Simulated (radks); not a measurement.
The numbers below are computed, except where a source is named.
Task: All-electron atom: Hf LXXI in [He]. Code: a radial shooting solver on a logarithmic mesh with Libxc functionals. Model: Dirac Kohn-Sham, PBE, spin-unpolarised, spherical densities, point nucleus. Some entries of the table are withheld. Estimate them.

orbital  occ.  eigenvalue (eV)  <r^2> (bohr^2)
1s1/2       2              (1)             (2)
2s1/2       0              (3)             (4)
2p1/2       0        -18512.06             (5)
2p3/2       0        -17126.65             (6)

Result: 
(1) 1s1/2 eigenvalue (eV): -74340.37
(2) 1s1/2 <r^2> (bohr^2): 0.0004890
(3) 2s1/2 eigenvalue (eV): -18644.45
(4) 2s1/2 <r^2> (bohr^2): 0.006783
(5) 2p1/2 <r^2> (bohr^2): 0.004722
(6) 2p3/2 <r^2> (bohr^2): 0.005713
